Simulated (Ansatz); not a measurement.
Coupled-cluster diagnostics for K₆, Ansatz.

Geometry of the singlet (PBE0/def2-SVP):

```
atom   x (Å)   y (Å)   z (Å)
  K1   1.789   2.597   0.145
  K2   1.767  -0.571   3.135
  K3  -2.694  -3.561   0.798
  K4   1.791   1.866  -4.178
  K5  -2.058   0.642   2.073
  K6  -0.596  -0.972  -1.973
```

Correlated methods freeze 30 core orbitals; core or outer-core shells of K are correlated, in sets that lack core-valence functions. The geometry of the singlet was relaxed on an unsound state (restricted singlet, unstable towards broken spin symmetry at other levels and untested here). Another isomer (singlet) lies 0.15 eV lower at PBE0/def2-TZVP; other spin states weren't run for this one.

Problem. Estimate the CCSD(T) correlation energy, the shares of MP2 and (T), T1 and the reference's ⟨S²⟩ for: charge 0, singlet, own geometry in def2-SVP; and the rough time on 4 threads of Arm Neoverse V1 on a shared host.

Solution. 
| state | basis | correlation (eV) | MP2 share (%) | (T) share (%) | T1 | ⟨S²⟩ (pure) | wall time | remarks |
| --- | --- | --- | --- | --- | --- | --- | --- | --- |
| charge 0, singlet, own geometry | def2-SVP | -11.000 | 87.9 | 2.6 | 0.011 | 0.00 (0.00) | 61 s | restricted SCF unstable |
Customary marks for T1 are 0.02 (closed shells), 0.045 (open shells) and about 0.05 (3d metals). T1 stays under 0.02 throughout.
